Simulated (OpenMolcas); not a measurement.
# Levels of Al²⁺ by method

- Program: OpenMolcas 26.06
- Basis: ANO-R3 [6s5p4d2f1g]
- Scalar Hamiltonian: X2C, finite nucleus
- Active space: 1 electron in 8 orbitals (3s 3p 4s 4p)
- State averaging: 2S+1 = 2 even, 1 root; 2S+1 = 2 odd, 3 roots
- Spin-orbit coupling: RASSI with atomic mean-field integrals over the reference wave functions, term energies averaged over their components

Methods on the same reference wave functions:
A. CASSCF
B. SS-CASPT2, IPEA 0.25 Eh, imaginary shift 0.1 Eh (closed shells correlated: 2s 2p)

Energies in cm-1 above 3s 2S 1/2, the measured ground level; measured values from NIST levels in Kelleher and Podobedova, J. Phys. Chem. Ref. Data 37, 709 (2008).

```tsv
Level	A	B	Measured
3s 2S 1/2	0.0	0.0	0.0
3p 2P* 1/2	52881	53732	53683
3p 2P* 3/2	53074	53925	53917
```

Deviations, from unrounded energies. A percentage is the sum of absolute deviations over the sum of measured energies, with the sign that they share, or ± where signs differ.

| Against measurement | Levels | A | B |
| --- | --- | --- | --- |
| mean absolute deviation (cm-1) | 2 | 820 | 29 |
| other configurations (%) | 2 | -1.5 | +0.1 |

B lies closest to measurement on these levels. The largest miss of B in the table is 3p 2P* 1/2, by +49 cm-1. The ranking rests on the paired levels alone, and a cruder setting can come out closer through cancelling errors.

The lowest spin-free term lies below A's lowest term by 0.264 hartree in B.

With one active electron outside closed inactive shells, the extra shells (4p 4s) add no correlation to the reference. With one active electron the reference holds no correlation, so core polarisation is missing (holds for A). With one active electron, CASPT2 adds the correlation within the correlated inactive shells and between them and that electron, and leaves the splitting within a term as the reference gives it (holds for B). Measured partners are found by configuration, term and J. A level has none where our copy of the source lacks it or the pairing is in doubt (some pairs that miss far off the trend of their configuration count as doubtful), and it then counts in no deviation. Only configurations of the active space appear.

* marks odd parity.
